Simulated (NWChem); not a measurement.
# H2SeO2; SMILES O[Se]O

```xyz
5

Se     0.3991    -0.0105     0.0000
O     -0.7248    -0.0808    -1.3936
H     -0.9860     0.8248    -1.6068
O     -0.7248    -0.0808     1.3936
H     -0.9860     0.8248     1.6068
```
Atoms are numbered in this order, from 1.

Program: NWChem. All runs use the structure optimised with PBE0/def2-SVP.

For level KT2/def2-SVP:

| Property | Value |
|---|---|
| highest occupied level (eV) | -5.08 |
| orbital gap (eV) | 3.61 |
| dipole (D) | 2.82 |

### Question
Estimate the same quantities for level B3LYP/def2-SVP.

### Answer
The highest occupied level (eV) is -6.10 and the orbital gap (eV) is 5.47. The dipole (D) is 2.97.
